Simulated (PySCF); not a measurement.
**Electronic structure of V⁺ (vanadium, charge +1) at the UHF level**

Configuration: [Ar] 3d4, high-spin 5D determinant. Computed with PySCF 2.14 in jorge-DZP-DKH (8s6p2d1f, 43 functions), with the spin-free X2C one-electron Hamiltonian (Gaussian nucleus).

- Total energy: -947.880011 hartree
- One-electron energy: -1299.6676 hartree
- Hartree (Coulomb) energy: 396.5223 hartree
- Exchange energy: -44.7347 hartree
- ⟨S²⟩: 6.0009
- ⟨L²⟩: 6.019
- Sum of ⟨r⟩: 16.24 bohr
- Sum of ⟨r²⟩: 20.97 bohr²
- Traceless quadrupole moment −½Σ⟨3z² − r²⟩ along its main axis: -0.846 e·bohr²
- Langevin diamagnetic susceptibility: -16.6 ×10⁻⁶ cm³/mol
- Time after the integrals: 0.26 s of wall time on 1 thread of Neoverse-N1 (shared host)

| shell | electrons | mean orbital energy (hartree) | spread (hartree) | rms radius, mean of both spins (bohr) |
| --- | --- | --- | --- | --- |
| 1s β | 1 | -202.92172 | 0 | 0.0768 |
| 1s α | 1 | -202.91846 | 0 | 0.0768 |
| 2s α | 1 | -24.20650 | 0 | 0.332 |
| 2s β | 1 | -24.14133 | 0 | 0.332 |
| 2p α | 3 | -20.12208 | 0.00206 | 0.303 |
| 2p β | 3 | -20.05787 | 0.02092 | 0.303 |
| 3s α | 1 | -3.39673 | 0 | 1.03 |
| 3s β | 1 | -3.14553 | 0 | 1.03 |
| 3p α | 3 | -2.24906 | 0.03791 | 1.12 |
| 3p β | 3 | -1.93621 | 0.06151 | 1.12 |
| 3d α | 4 | -0.56661 | 0.05316 | 1.62 |

Densities and radii are taken from the X2C orbitals without a picture-change correction, which distorts them close to the nucleus.
